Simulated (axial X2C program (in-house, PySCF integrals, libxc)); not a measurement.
**TiCl⁺: from Re and ωe to a spectrum**

A bond curve at the PBE0 level, two-component, was computed with an in-house all-electron X2C program for linear molecules (integrals from PySCF) (basis Ti dyall-cv3z [10s10p6d4f2g], Cl dyall-av3z [9s8p3d2f] (cores contracted in-house)) for the state Ω = 1 (⟨Sz⟩ = -1.00, ⟨Lz⟩ = 2.00 at PBE0). Its fit gives Re = 2.1363 Å, ωe = 485.5 cm⁻¹, ωexe = 1.41 cm⁻¹ and αe = 8.283e-04 cm⁻¹; the masses are 47.9479 and 34.9689 u. Two-component means X2C with spin–orbit coupling and atomic mean-field Coulomb and Gaunt terms.

Question: Find the reduced mass, Be and the force constant.

Answer: From the PBE0 values: μ = 20.2213 u. Be = 16.8576/(μ Re²) = 0.1827 cm⁻¹. k = 5.8918×10⁻⁷ μ ωe² = 2.81 mdyn/Å.

Question: A Morse curve ties αe to the other constants (Pekeris). How well does that hold?

Answer: αe(Morse) = 6Be²/ωe × (√(ωexe/Be) − 1) = 7.333e-04 cm⁻¹; the PBE0 curve gives 8.283e-04 cm⁻¹, a ratio of 0.89.

Question: Estimate the centrifugal constant by the Kratzer relation.

Answer: D = 4Be³/ωe² = 1.03e-07 cm⁻¹.

Question: Where do the fundamental and the first overtone lie?

Answer: ν(1←0) = ωe − 2ωexe = 482.7 cm⁻¹; ν(2←0) = 2ωe − 6ωexe = 962.5 cm⁻¹.

The state is a single determinant with fixed occupations, the lowest that a limited PBE0 search found. Density functionals use the spin component along the axis (collinear). Other states lie close and PBE0, whose exact exchange favours high spin, may order them wrongly; the determinant shown need not be the ground state. The nearest other 2c determinant of the search, Ω = 3, lies 0.03 eV up at the distance of the search. Without a current term, density functionals place determinants with orbital angular momentum somewhat too high. With several unpaired electrons one determinant need not be a pure state.
